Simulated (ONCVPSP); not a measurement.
Pseudopotential generation for W (Z = 74): ONCV, PBEsol, scalar-relativistic.

- Element: tungsten (W)
- Generator: ONCVPSP 4.0.1
- Type: optimised norm-conserving Vanderbilt (ONCV)
- Functional: PBEsol
- Relativity: scalar-relativistic
- Frozen core: [Kr] 4d10
- Valence charge: 28
- Reference configuration: 4f13 5s2 5p6 5d5 6s2
- Partial waves: 5s+6s: rc 0.55 bohr, ncon 4, nbas 7, qcut 26.3 1/bohr, 2 projectors; 5p: rc 1.60 bohr, ncon 4, nbas 8, qcut 9.2 1/bohr, 1 projector; 5d: rc 2.25 bohr, ncon 4, nbas 9, qcut 8.1 1/bohr, 2 projectors, debl 3.7 Ha; 4f: rc 0.70 bohr, ncon 4, nbas 9, qcut 25.7 1/bohr, 1 projector
- Local potential: polynomial inside 0.45 bohr (lpopt 5, dvloc0 0 Ha)
- Core correction: Teter function, fcfact 3, rcfact 1.1

All-electron outer shells of the reference configuration (PBEsol, scalar-relativistic, ld1.x):

```
shell  level (eV)  outermost node (bohr)  outermost maximum (bohr)
   4d     -248.12                   0.22                      0.45
   5s      -83.09                   0.53                      0.95
   5p      -46.15                   0.57                      1.07
   4f      -42.21                      –                      0.43
   6s       -5.86                   1.26                      2.61
   5d       -5.52                   0.63                      1.43
```

Task: Does the generator finish with these settings?

Result: No. ONCVPSP 4.0.1 stopped with "optimize: ERROR ps0norm > uunorm, code will stop": the continuity conditions at rc already need more norm inside rc than the all-electron wave has, so norm conservation cannot be met. It happened in the s channel.
